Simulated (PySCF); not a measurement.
C₂H₇N₂, SMILES NC[CH]N, multiplicity 2.

Coordinates come from a B3LYP-D3(BJ)/def2-SVP optimisation. The isomer is the one that the SMILES or the coordinates give; other isomers of the formula were not compared. Other conformers were not sampled.

The numbers are results of TDA-M06-2X/def2-SVPD run with PySCF, not measurements.

Vertical excitations. The molecule is in vacuum.

Q: List the lowest excited states. (The exact figures need the calculation; the answer reports its results.)

A: 
```tsv
state	energy (eV)	λ (nm)	f	main pairs
root 1	3.84	323	0.005	α HOMO→LUMO 79 %, α HOMO→LUMO+1 18 %
root 2	4.74	261	0.006	α HOMO→LUMO+2 48 %, α HOMO→LUMO+1 36 %
root 3	4.91	253	0.017	α HOMO→LUMO+1 39 %, α HOMO→LUMO+2 35 %, α HOMO→LUMO 13 %
root 4	5.46	227	0.027	α HOMO→LUMO+3 6 %, β HOMO→LUMO 85 %
root 5	5.67	219	0.037	α HOMO→LUMO+3 73 %, β HOMO→LUMO 8 %
root 6	6.01	206	0.025	α HOMO→LUMO+5 45 %, α HOMO→LUMO+4 29 %, β HOMO−1→LUMO 6 %
root 7	6.12	202	0.066	α HOMO→LUMO+5 15 %, α HOMO→LUMO+3 7 %, β HOMO−1→LUMO 56 %, β HOMO−1→LUMO+1 9 %
root 8	6.15	202	0.011	α HOMO→LUMO+4 53 %, α HOMO→LUMO+5 30 %, β HOMO−1→LUMO 6 %
root 9	6.67	186	0.001	α HOMO−1→LUMO 54 %, α HOMO−1→LUMO+1 9 %, β HOMO→LUMO+1 15 %
root 10	6.82	182	0.019	α HOMO→LUMO+6 70 %
```
Unrestricted roots are not spin-pure.
Roots above 6.6 eV, the ΔSCF ionisation energy, lie in the ionisation continuum and depend on the basis.
